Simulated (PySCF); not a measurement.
These compounds are isomers of formula C5H7FO2.

A. `O1C(=O)[C@@H](F)CCC1`
B. SMILES C=C(F)C(=O)OCC
C. SMILES FCOC1=CCCO1

Spectrum 1. 13C{1H} NMR (computed): δ 167.5 (C), 165.5 (C), 110.4 (CH2), 64.6 (CH2), 15.8 (CH3).

Spectrum 2. 13C{1H} NMR (computed): δ 166.6 (C), 104.2 (CH2), 70.7 (CH2), 70.1 (CH), 32.0 (CH2).

Spectrum 3. 13C{1H} NMR (computed): δ 170.0 (C), 92.4 (CH), 67.3 (CH2), 30.7 (CH2), 25.5 (CH2).

[PySCF: coordinates at the GFN2-xTB level; GIAO PBE0/pcSseg-1 shieldings; one averaged value for each set of equivalent atoms; gas phase; non-relativistic Hamiltonian; a single conformation]

δ = σ(ref) − σ, references computed at the same level: TMS for 13C (σ = 186.93 ppm). Splittings of carbon signals by F and P are missing where no couplings were computed. Shifts are as computed. Against solution values, carbons near 30 ppm lie about +3 ppm off and those near 130 ppm about +5 ppm. Of 1211 compounds with measured shifts, 218 miss one by over three times the rms of a fit or turn the order of signals round; such compounds aren't used in these exercises.

Question: Which spectrum belongs to which compound?

Answer: 1–B, 2–C, 3–A.

- Spectrum 1 (B): 5 13C signals; δC 167.5 is an ester carbonyl carbon; δC 64.6 is an sp3 CH2 bonded to O.
- Spectrum 2 (C): 5 13C signals; δC 166.6 is an alkene carbon bearing oxygen; δC 104.2 is an sp3 CH2 bonded to F and O.
- Spectrum 3 (A): 5 13C signals; δC 170.0 is an ester carbonyl carbon; δC 92.4 is an sp3 CH bonded to F, α to a carbonyl.
